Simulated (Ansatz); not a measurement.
Cl2Se (SMILES Cl[Se]Cl) moved off its minimum; all values from Ansatz (a first-principles code), cores frozen in correlated methods.
(charge 0, multiplicity 1)
```xyz
3

Se     0.11489     0.04915     0.79543
Cl     1.15224     1.22403    -0.71909
Cl    -1.21210    -1.30535    -0.65350
```

Problem. Give the forces (eV/Å), the total energy and the dipole at CCSD(T)/def2-TZVPPD.

Solution. 
```json
[
 {"atom": "Se1", "Fx": "-0.945", "Fy": "-0.936", "Fz": "-1.683"},
 {"atom": "Cl2", "Fx": "-0.210", "Fy": "-0.241", "Fz": "0.371"},
 {"atom": "Cl3", "Fx": "1.155", "Fy": "1.177", "Fz": "1.312"}
]
```
Energy -3319.4576 hartree, dipole 1.52 D.
